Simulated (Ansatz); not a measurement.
`C[SiH2][Al]([CH3])[OH]` + `N[SiH](O)O` → `C[SiH2]N[SiH](O)O` + `[CH3][AlH][OH]`  (cleavage of the Si–Al bond)

Computed with Ansatz on PBE0-D4/def2-TZVP structures; ΔE is electronic, products minus reactants. CCSD(T)/CBS is the MP2 limit (def2-TZVPP, def2-QZVPP) plus CCSD(T) − MP2 in def2-TZVPP, frozen cores. This one scheme is used for every species. DFT in def2-TZVPP. One conformer a species, not always the lowest.

```
 level  ΔE (eV)
PBE-D4    -0.41
r2SCAN    -0.56
```

What does CCSD(T)/CBS give? (Estimate.)

Ansatz gave: -0.62 eV. The listed levels differ from it by 0.21, 0.06 eV.

Largest T1 diagnostic among the species: 0.012.

From PBE to PBE0 (25 % exact exchange), in def2-TZVPP and without D4, ΔE moves by −0.08 eV. In def2-TZVPP, CCSD(T) changes the Hartree–Fock value by +0.17 eV (the triples alone add +0.02 eV) and MP2 by +0.08 eV. The D4 term adds −0.04 eV with B3LYP and −0.02 eV with PBE0; it sums over pairs of atoms, weighted by their polarisabilities, and B3LYP, whose exchange is more repulsive, gets the larger term.

B3LYP here is the variant with VWN-RPA as its local correlation; programs differ in this.
